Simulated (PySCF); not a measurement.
C₆ coefficients of unlike pairs at UHF

Calculated with PySCF 2.14 from the dipole response of each species, C₆(A,B) = (3/π) ∫ α_A(iu) α_B(iu) du, in atomic units, from isotropic polarisabilities. For ions this is the dispersion term alone; charge-induced terms of lower order in 1/R come first.

| species | configuration | basis | relativity | α (bohr³) | C₆ (like pair) |
| --- | --- | --- | --- | --- | --- |
| Se⁺ | [Ar] 3d10 4s2 4p3 (4S) | aug-cc-pwCVTZ-PP with ECP10MDF (8s7p6d4f1g) | core potential | 14.16 | 87.88 |
| Pd | [Kr] 4d10 (1S) | aug-cc-pwCVDZ-PP with ECP28MDF (6s6p5d3f) | core potential | 17.49 | 102.3 |
| Ne²⁺ | [He] 2s2 2p4 (3P) | aug-cc-pVTZ-DK (5s4p3d2f) | spin-free X2C | 0.8306 | 1.039 |
| Tc²⁺ | [Kr] 4d5 (6S) | aug-cc-pVTZ-PP with one added diffuse shell each of s, p, d, f, g type with ECP28MDF (7s7p6d4f3g) | core potential | 8.097 | 42.87 |

**Question.** Estimate C₆ for Tc²⁺ with Pd.

**Answer.** The integral gives 65.07. The combination rule 2 C_A C_B / (C_A α_B/α_A + C_B α_A/α_B) gives 62.67 and the geometric mean 66.23.

No spin-orbit coupling is included.

The other pairs:

```csv
pair,C₆
"Tc²⁺, Ne²⁺",6.277
"Pd, Se⁺",93.50
"Ne²⁺, Pd",9.196
"Ne²⁺, Se⁺",8.115
"Tc²⁺, Se⁺",59.78
```
